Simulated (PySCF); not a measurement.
2-fluorobut-1-ene (C4H7F), SMILES C(F)(CC)=C. Atoms are numbered in the order given.

```xyz
12

C      1.6861    -0.7406    -0.1997
C      0.6098     0.0266    -0.0169
F      0.5739     0.8837     1.0314
C     -0.6450     0.0838    -0.8302
C     -1.9001    -0.2564    -0.0154
H      2.5383    -0.6800     0.4788
H      1.7248    -1.4368    -1.0375
H     -0.5377    -0.5986    -1.6868
H     -0.7419     1.1055    -1.2395
H     -1.9977     0.4222     0.8449
H     -2.8037    -0.1586    -0.6358
H     -1.8523    -1.2880     0.3668
```

The structure is a stationary point at TPSSh-D3(BJ)/def2-SVP. Other conformers were not sampled.

Two levels are set side by side: PBE/pcSseg-1 (PySCF) and PBE0/pcSseg-1 (PySCF). GIAO shifts against CFCl3 (¹⁹F), TMS (¹H), TMS (¹³C) at the same level; non-relativistic, no solvent, atoms listed together averaged. Differences are taken from unrounded values.

| quantity | PBE |
|---|---|
| δ(¹³C) of C1 (ppm) | 93.8 |
| δ(¹³C) of C2 (ppm) | 180.9 |
| δ(¹⁹F) of F3 (ppm) | -109.2 |
| δ(¹³C) of C4 (ppm) | 34.0 |
| δ(¹³C) of C5 (ppm) | 16.4 |

Question: These are the PBE values. What does PBE0 give? (The exact figures need the calculation; the answer reports its results.)

Answer: 
| quantity | PBE0 | PBE minus PBE0 |
|---|---|---|
| δ(¹³C) of C1 (ppm) | 97.2 | -3.4 |
| δ(¹³C) of C2 (ppm) | 180.9 | 0.0 |
| δ(¹⁹F) of F3 (ppm) | -100.4 | -8.8 |
| δ(¹³C) of C4 (ppm) | 32.3 | 1.7 |
| δ(¹³C) of C5 (ppm) | 15.8 | 0.5 |

Rough cost on one machine, each run with all the roots and properties that it gave: PBE0 against PBE within a factor of 2.
